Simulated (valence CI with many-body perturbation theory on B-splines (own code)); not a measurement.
## Forbidden lines of Rh³⁸⁺

Method: relativistic CI+MBPT: five valence electrons over a frozen Dirac-Fock core [He], a basis of 9 s, 9 p, 8 d, 6 f, 3 g, 1 h functions for each j, with the one-electron correlation potential Σ1 (screened to all orders), the two-electron term Σ2, the three-electron term Σ3, Breit, model QED; selected single and double excitations, second order for the rest (own B-spline code, finite nucleus).

No measured spectrum was set against this ion. As an estimate, large intervals hold to a few tenths of a per cent, small ones and those within an open d or f shell to about a per cent. Among the levels kept, up to 1700 cm⁻¹ of a level comes from second order outside the variational space, and about a tenth of that is noise between levels of different J, which matters for small intervals.

Lines 1 to 50 of 54 in falling wavelength, among levels below 3538.8 eV, chosen from the decays that carry over 1 % of a level's rate. Wavelengths and rates use the calculated energies. Electric multipoles are in the length gauge, E1 and E2 with the static RPA response of the core. S is in atomic units (e²a₀⁴ for E2 and M2, e²a₀⁶ for E3), for M1 in squared Bohr magnetons. Weak lines are less certain than strong ones. Lines between different terms over intervals too small for the method are left out, as are lines whose strength nearly cancels. The highest levels of a list are the least certain.

Levels are named by their leading jj configuration (3d3/2^4 stands for four electrons in 3d with j = 3/2), which in mixed levels can hold well under half, so a name can repeat and another be missing. Letters in brackets count levels of one name in rising energy.

| λ vac (nm) | Upper | Lower | Type | A (s⁻¹) | S (a.u.) |
| --- | --- | --- | --- | --- | --- |
| 9.046 | (2s^2 2p1/2 2p3/2^2) J=3/2 | (2s^2 2p1/2^2 2p3/2) J=3/2 | M1 | 2.78e+07 | 3.05e+00 |
| 8.997 | (2s^2 2p3/2^3) J=3/2 | (2s^2 2p1/2 2p3/2^2) J=1/2 | M1 | 6.75e+06 | 7.29e-01 |
| 8.045 | (2s^2 2p1/2 2p3/2^2) J=5/2 | (2s^2 2p1/2^2 2p3/2) J=3/2 | M1 | 4.92e+06 | 5.70e-01 |
| 7.691 | (2s^2 2p3/2^3) J=3/2 | (2s^2 2p1/2 2p3/2^2) J=5/2 | M1 | 1.03e+07 | 6.96e-01 |
| 6.985 | (2s^2 2p1/2 2p3/2^2) J=1/2 | (2s^2 2p1/2^2 2p3/2) J=3/2 | M1 | 2.27e+07 | 5.74e-01 |
| 6.955 | (2s^2 2p3/2^3) J=3/2 | (2s^2 2p1/2 2p3/2^2) J=3/2 | M1 | 4.43e+07 | 2.21e+00 |
| 0.4249 | (2s^2 2p1/2 2p3/2 3d5/2) J=9/2 | (2s 2p1/2 2p3/2^3) J=5/2 | E2 | 3.24e+08 | 4.01e-06 |
| 0.3992 | (2s^2 2p1/2 2p3/2 3p1/2) J=3/2 [a] | (2s^2 2p1/2 2p3/2^2) J=1/2 | E2 | 1.13e+10 | 4.09e-05 |
| 0.3979 | (2s^2 2p1/2 2p3/2 3p1/2) J=5/2 | (2s^2 2p1/2 2p3/2^2) J=1/2 | E2 | 1.92e+10 | 1.03e-04 |
| 0.3969 | (2s^2 2p1/2 2p3/2 3p1/2) J=1/2 | (2s^2 2p1/2 2p3/2^2) J=5/2 | E2 | 2.69e+10 | 4.73e-05 |
| 0.3951 | (2s^2 2p3/2^2 3p1/2) J=3/2 | (2s^2 2p3/2^3) J=3/2 | E2 | 2.43e+10 | 8.34e-05 |
| 0.3951 | (2s^2 2p1/2^2 3p1/2) J=1/2 | (2s^2 2p1/2^2 2p3/2) J=3/2 | E2 | 1.12e+11 | 1.92e-04 |
| 0.3950 | (2s^2 2p1/2 2p3/2 3p1/2) J=5/2 | (2s^2 2p1/2 2p3/2^2) J=5/2 | E2 | 6.49e+10 | 3.34e-04 |
| 0.3947 | (2s^2 2p1/2 2p3/2 3p1/2) J=1/2 | (2s^2 2p1/2 2p3/2^2) J=3/2 | E2 | 3.93e+10 | 6.72e-05 |
| 0.3946 | (2s^2 2p3/2^2 3p1/2) J=5/2 | (2s^2 2p3/2^3) J=3/2 | E2 | 7.54e+10 | 3.87e-04 |
| 0.3941 | (2s^2 2p1/2 2p3/2 3p1/2) J=3/2 [a] | (2s^2 2p1/2 2p3/2^2) J=3/2 | E2 | 7.23e+10 | 2.46e-04 |
| 0.3930 | (2s^2 2p1/2 2p3/2 3p3/2) J=3/2 [a] | (2s^2 2p1/2 2p3/2^2) J=1/2 | E2 | 5.55e+09 | 1.86e-05 |
| 0.3928 | (2s^2 2p1/2 2p3/2 3p1/2) J=5/2 | (2s^2 2p1/2 2p3/2^2) J=3/2 | E2 | 1.60e+10 | 8.00e-05 |
| 0.3927 | (2s^2 2p1/2 2p3/2 3p1/2) J=3/2 [b] | (2s^2 2p1/2 2p3/2^2) J=5/2 | E2 | 6.49e+10 | 2.16e-04 |
| 0.3922 | (2s 2p1/2^2 2p3/2 3p3/2) J=7/2 | (2s 2p1/2^2 2p3/2^2) J=5/2 | E2 | 2.71e+10 | 1.79e-04 |
| 0.3917 | (2s^2 2p1/2 2p3/2 3p3/2) J=3/2 [b] | (2s^2 2p1/2 2p3/2^2) J=1/2 | E2 | 2.14e+10 | 7.05e-05 |
| 0.3915 | (2s^2 2p3/2^2 3p1/2) J=1/2 | (2s^2 2p3/2^3) J=3/2 | E2 | 7.87e+10 | 1.29e-04 |
| 0.3913 | (2s^2 2p1/2 2p3/2 3p3/2) J=5/2 [a] | (2s^2 2p1/2 2p3/2^2) J=5/2 | E2 | 8.61e+09 | 4.23e-05 |
| 0.3909 | (2s^2 2p3/2^2 3p3/2) J=5/2 | (2s^2 2p3/2^3) J=3/2 | E2 | 3.09e+10 | 1.51e-04 |
| 0.3908 | (2s^2 2p3/2^2 3p3/2) J=7/2 | (2s^2 2p3/2^3) J=3/2 | E2 | 1.87e+10 | 1.22e-04 |
| 0.3908 | (2s^2 2p1/2 2p3/2 3p3/2) J=1/2 [a] | (2s^2 2p1/2 2p3/2^2) J=5/2 | E2 | 9.31e+09 | 1.51e-05 |
| 0.3907 | (2s^2 2p1/2 2p3/2 3p3/2) J=5/2 [b] | (2s^2 2p1/2 2p3/2^2) J=1/2 | E2 | 2.56e+10 | 1.25e-04 |
| 0.3906 | (2s 2p1/2^2 2p3/2 3p3/2) J=1/2 [b] | (2s 2p1/2^2 2p3/2^2) J=3/2 | E2 | 5.41e+10 | 8.78e-05 |
| 0.3902 | (2s^2 2p1/2 2p3/2 3p3/2) J=3/2 [a] | (2s^2 2p1/2 2p3/2^2) J=5/2 | E2 | 1.70e+10 | 5.50e-05 |
| 0.3894 | (2s^2 2p1/2 2p3/2 3p3/2) J=7/2 | (2s^2 2p1/2 2p3/2^2) J=5/2 | E2 | 3.60e+10 | 2.31e-04 |
| 0.3892 | (2s^2 2p1/2 2p3/2 3p3/2) J=5/2 [a] | (2s^2 2p1/2 2p3/2^2) J=3/2 | E2 | 3.05e+10 | 1.46e-04 |
| 0.3888 | (2s^2 2p1/2^2 3p3/2) J=3/2 | (2s^2 2p1/2^2 2p3/2) J=3/2 | E2 | 5.75e+10 | 1.82e-04 |
| 0.3887 | (2s^2 2p1/2 2p3/2 3p3/2) J=1/2 [a] | (2s^2 2p1/2 2p3/2^2) J=3/2 | E2 | 3.94e+10 | 6.24e-05 |
| 0.3881 | (2s^2 2p1/2 2p3/2 3p3/2) J=3/2 [a] | (2s^2 2p1/2 2p3/2^2) J=3/2 | E2 | 1.65e+10 | 5.18e-05 |
| 0.3876 | (2s^2 2p3/2^2 3p3/2) J=3/2 [a] | (2s^2 2p3/2^3) J=3/2 | E2 | 6.93e+10 | 2.16e-04 |
| 0.3874 | (2s^2 2p1/2 2p3/2 3p3/2) J=7/2 | (2s^2 2p1/2 2p3/2^2) J=3/2 | E2 | 4.13e+09 | 2.57e-05 |
| 0.3865 | (2s^2 2p1/2 2p3/2 3p3/2) J=1/2 [b] | (2s^2 2p1/2 2p3/2^2) J=5/2 | E2 | 8.67e+10 | 1.33e-04 |
| 0.3844 | (2s^2 2p1/2 2p3/2 3p3/2) J=1/2 [b] | (2s^2 2p1/2 2p3/2^2) J=3/2 | E2 | 4.15e+10 | 6.22e-05 |
| 0.3842 | (2s 2p1/2^2 2p3/2 3d5/2) J=9/2 | (2s 2p1/2^2 2p3/2^2) J=5/2 | M2 | 1.18e+09 | 8.82e-06 |
| 0.3811 | (2s^2 2p1/2 2p3/2 3d5/2) J=9/2 | (2s^2 2p1/2 2p3/2^2) J=5/2 | M2 | 1.12e+09 | 8.07e-06 |
| 0.3731 | (2s^2 2p1/2 2p3/2 3p3/2) J=5/2 [a] | (2s^2 2p1/2^2 2p3/2) J=3/2 | E2 | 1.48e+10 | 5.75e-05 |
| 0.3727 | (2s^2 2p1/2 2p3/2 3p3/2) J=1/2 [a] | (2s^2 2p1/2^2 2p3/2) J=3/2 | E2 | 1.92e+10 | 2.46e-05 |
| 0.3725 | (2s^2 2p3/2^2 3p1/2) J=1/2 | (2s^2 2p1/2 2p3/2^2) J=5/2 | E2 | 1.42e+10 | 1.82e-05 |
| 0.3721 | (2s^2 2p1/2 2p3/2 3p3/2) J=3/2 [a] | (2s^2 2p1/2^2 2p3/2) J=3/2 | E2 | 4.50e+10 | 1.15e-04 |
| 0.3720 | (2s^2 2p3/2^2 3p3/2) J=5/2 | (2s^2 2p1/2 2p3/2^2) J=5/2 | E2 | 3.68e+10 | 1.40e-04 |
| 0.3719 | (2s^2 2p3/2^2 3p3/2) J=7/2 | (2s^2 2p1/2 2p3/2^2) J=5/2 | E2 | 2.83e+10 | 1.44e-04 |
| 0.3715 | (2s^2 2p1/2 2p3/2 3p3/2) J=7/2 | (2s^2 2p1/2^2 2p3/2) J=3/2 | E2 | 5.43e+10 | 2.74e-04 |
| 0.3713 | (2s^2 2p3/2^2 3p3/2) J=1/2 | (2s^2 2p1/2 2p3/2^2) J=5/2 | E2 | 2.83e+10 | 3.57e-05 |
| 0.3701 | (2s^2 2p3/2^2 3p3/2) J=5/2 | (2s^2 2p1/2 2p3/2^2) J=3/2 | E2 | 2.02e+10 | 7.53e-05 |
| 0.3700 | (2s^2 2p3/2^2 3p3/2) J=7/2 | (2s^2 2p1/2 2p3/2^2) J=3/2 | E2 | 4.00e+10 | 1.98e-04 |
